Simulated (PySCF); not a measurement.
## Electron correlation in Te (tellurium, neutral)

[Kr] 4d10 5s2 5p3 5d1, high-spin 5D determinant (an excited configuration). Computed with PySCF 2.14 in aug-cc-pVQZ-PP with ECP28MDF, with scalar relativity through the core potential. Frozen: 4s2 4p6 4d10; 6 electrons correlated.

```csv
level,correlation energy (mhartree)
CCSD,-90.58
(T),-3.46
CCSD(T),-94.04
```

Diagnostics: T1 = 0.0071, D1 = 0.0178, largest double amplitude 0.038.

**Question.** Is a single reference adequate?

**Answer.** Yes, within this model without spin-orbit coupling: T1 lies below 0.03 and no double amplitude reaches 0.07.
